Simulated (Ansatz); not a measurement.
Geometry optimisation, UKS PBE/def2-SVP in Ansatz 0.2.0.

The input (input.yaml):

```yaml
crystal:
  periodic: [false, false, false]
  atoms:
    - { symbol: Ta, position_ang: [0.0, 0.0, 0.0] }
    - { symbol: F, position_ang: [2.18, 0.0, 0.0] }
    - { symbol: O, position_ang: [0.0, 0.0, 2.02] }
    - { symbol: H, position_ang: [-0.2547, -0.9174, 2.3571] }
    - { symbol: Cl, position_ang: [0.0, 0.0, -2.47] }
    - { symbol: O, position_ang: [-1.01, 1.7493, 0.0] }
    - { symbol: H, position_ang: [-1.4859, 1.8638, 0.8834] }
    - { symbol: O, position_ang: [-1.01, -1.7493, 0.0] }
    - { symbol: H, position_ang: [-1.6563, -1.7655, 0.776] }
    - { symbol: H, position_ang: [3.4, 0.0, 0.0] }
magnetization:
  spin_polarized: true
  initial_magnetization: 1
basis:
  gaussian: { orbitals: def2-SVP }
hamiltonian:
  xc: pbe
relax:
  f_tol: 0.15
  max_steps: 25
  restrain:
    - { distance: [1, 9], at: 2.12, k: 30.0 }
    - { distance: [0, 1], at: 1.93, k: 30.0 }
```

Run as:

```bash
$ ansatz run input.yaml --threads 4 --pin off --max-ram 5120MiB --backend cpu --events-out ev --progress --plain --runs-dir out
```

Question: Where does it end, and by what steps?

Answer: The run converged. The restraints hold the end off the free minimum; the threshold counts their pulls, which the force column leaves out. Restrained pairs: F2–H10 (1.22 → 2.13 Å), Ta1–F2 (2.18 → 1.92 Å). After 15 steps the energy has fallen by 1.774 eV (the restraints' own energy left out); H4 moved furthest, 1.09 Å.

| step | energy less start (eV) | largest force component (eV/Å) | accepted |
| --- | --- | --- | --- |
| 0 | 0.0000 | 1.767 | yes |
| 1 | -0.8288 | 2.625 | yes |
| 2 | -1.3324 | 2.025 | yes |
| 3 | -1.5633 | 0.925 | yes |
| 4 | -1.6129 | 1.287 | yes |
| 5 | -1.6769 | 0.707 | yes |
| 6 | -1.7172 | 0.740 | yes |
| 7 | -1.7272 | 0.749 | yes |
| 8 | -1.7585 | 0.415 | yes |
| 9 | -1.7588 | 0.453 | yes |
| 10 | -1.7623 | 0.456 | yes |
| 11 | -1.7656 | 0.436 | yes |
| 12 | -1.7409 | 0.958 | no |
| 13 | -1.7697 | 0.399 | yes |
| 14 | -1.7733 | 0.427 | yes |
| 15 | -1.7737 | 0.416 | yes |

```xyz
10
Properties=species:S:1:pos:R:3
Ta -0.196 -0.102 -0.016
F 1.695 -0.416 0.159
O -0.124 -0.058 1.924
H 0.623 -0.287 2.505
Cl 0.219 0.220 -2.321
O -1.263 1.477 0.076
H -1.403 2.024 0.871
O -1.273 -1.653 -0.182
H -1.888 -2.068 0.447
H 3.773 0.045 0.103
```

The run took 3 min on 4 threads of Intel(R) Xeon(R) Processor @ 2.50GHz (Skylake/Cascade Lake) (shared host), peak memory 0.28 GiB.
